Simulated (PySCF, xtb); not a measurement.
CH₅F₂NOSi, SMILES N[Si@](O)(F)CF. The values are those of a single conformer.

Harmonic wavenumbers (cm⁻¹) from GFN2-xTB in xtb at its own minimum, in rising order: 13, 124, 132, 192, 209, 236, 263, 273, 351, 519, 676, 746, 766, 780, 846, 908, 994, 1037, 1207, 1295, 1449, 1497, 2955, 2982, 3480, 3516, 3654.

Task: What does PySCF with PBE-D3(BJ)/def2-SVP give at its own minimum? (An estimate is asked for; the answer gives what the named calculation found.)

Result: 44, 116, 187, 219, 224, 294, 308, 338, 356, 380, 650, 710, 764, 809, 840, 905, 963, 1031, 1195, 1264, 1397, 1481, 2951, 3007, 3507, 3609, 3762. Paired by order, the mean absolute difference is 35 cm⁻¹ and the zero-point energies are 44.5 and 44.8 kcal/mol.
